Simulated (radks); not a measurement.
Species: Nd51+. Configuration: [He] 2s2 2p5. Method: Dirac Kohn-Sham, PBE, spin-unpolarised, spherical densities, finite nucleus; open shells fill j = l - 1/2 first; Fermi nuclear charge, rms radius 4.9123 fm; computed with a radial shooting solver on a logarithmic mesh with Libxc functionals.

Unscreened Slater integrals over Kohn-Sham orbitals (hartree). Large and small components are both included.

| integral | value |
|---|---|
| F0(2p3/2,2p3/2) | 10.352 |
| F2(2p3/2,2p3/2) | 4.9486 |
| F0(2p3/2,2p1/2) | 10.716 |
| G2(2p3/2,2p1/2) | 4.8777 |
| F0(2p3/2,2s1/2) | 9.6591 |
| G1(2p3/2,2s1/2) | 5.4362 |
| F0(2p3/2,1s1/2) | 14.028 |
| G1(2p3/2,1s1/2) | 2.5386 |
| F0(2p1/2,2p1/2) | 11.134 |
| F0(2p1/2,2s1/2) | 9.9461 |
| G1(2p1/2,2s1/2) | 5.3109 |
| F0(2p1/2,1s1/2) | 15.277 |
| G1(2p1/2,1s1/2) | 2.7595 |
| F0(2s1/2,2s1/2) | 9.2253 |
| F0(2s1/2,1s1/2) | 13.153 |
| G0(2s1/2,1s1/2) | 1.4629 |
| F0(1s1/2,1s1/2) | 40.082 |
